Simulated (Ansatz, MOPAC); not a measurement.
Molecule: CHF2, charge 1, multiplicity 1. SMILES of the parent species: F[CH]F

Atoms: F1, C2, F3, H4. Bonds: F1-C2, C2-F3, C2-H4.

Bond lengths (Å) and angles (degrees) optimised at PM6 with MOPAC; PM7 with MOPAC; HF/3-21G with Ansatz (a quantum-chemistry and plane-wave program); PBE/6-31G* with Ansatz; B3LYP/LANL2DZ with Ansatz; MP2/6-31G* with Ansatz, each started from the B3LYP-D3(BJ)/def2-TZVP structure (Ansatz) of the last column. A row stands for all coordinates that are equal there. 6-31G* holds six Cartesian d functions. No wavenumbers were computed at PBE/6-31G*, B3LYP/LANL2DZ, MP2/6-31G*, so these may be saddle points.

```
coordinate    PM6    PM7  HF/3-21G  PBE/6-31G*  B3LYP/LANL2DZ  MP2/6-31G*  B3LYP-D3(BJ)/def2-TZVP
----------  -----  -----  --------  ----------  -------------  ----------  ----------------------
F1-C2       1.269  1.274     1.253       1.251          1.284       1.244                   1.233
C2-H4       1.126  1.144     1.073       1.105          1.101       1.093                   1.097
F1-C2-F3    111.5  110.4     117.4       118.2          117.7       118.2                   118.1
F1-C2-H4    124.2  124.8     121.3       120.9          121.2       120.9                   121.0
```

Mean signed difference of all 3 bond lengths from B3LYP-D3(BJ)/def2-TZVP: PM6 0.034 Å, PM7 0.043 Å, HF/3-21G 0.005 Å, PBE/6-31G* 0.015 Å, B3LYP/LANL2DZ 0.035 Å, MP2/6-31G* 0.006 Å.
